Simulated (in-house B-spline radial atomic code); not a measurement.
RPA and G0W0 for Li+, 1s2, as one setting changes: the share of exact exchange in the PBE hybrid start. A dash marks a level of low quasi-particle weight. Computed with an all-electron radial atomic-structure program (B-spline basis): all electrons, non-relativistic, point nucleus, each spin shell either full or empty, empty states to l = 9 with an (l + 1/2)⁻⁴ tail; G0W0 by contour deformation at full frequency.

```
share of exact exchange in the PBE hybrid start  mean-field level (eV)  G0W0 level (eV)  RPA correlation (Eh)
                                              0                 -60.41        1s -74.92             -0.087141
                                            0.1                 -62.04        1s -75.06             -0.085642
                                            0.2                 -63.67        1s -75.18             -0.084206
                                            0.3                 -65.30        1s -75.29             -0.082829
                                            0.4                      ?                ?                     ?
                                            0.5                 -68.58        1s -75.46             -0.080235
                                            0.6                 -70.23        1s -75.53             -0.079012
                                            0.7                 -71.88        1s -75.59             -0.077834
                                            0.8                 -73.53        1s -75.65             -0.076698
                                            0.9                      ?                ?                     ?
                                              1                 -76.85        1s -75.73             -0.074544
```

Q: What belongs in the row for 0.4?

A: mean-field level (eV): -66.94; G0W0 level (eV): 1s -75.38; RPA correlation (Eh): -0.081506.

Q: What belongs in the row for 0.9?

A: mean-field level (eV): -75.19; G0W0 level (eV): 1s -75.69; RPA correlation (Eh): -0.075602.

Q: At what share of exact exchange does G0W0 leave the highest level unchanged?

A: Near 0.93, where the shift changes sign (-0.499 eV at 0.9, +1.122 eV at 1).
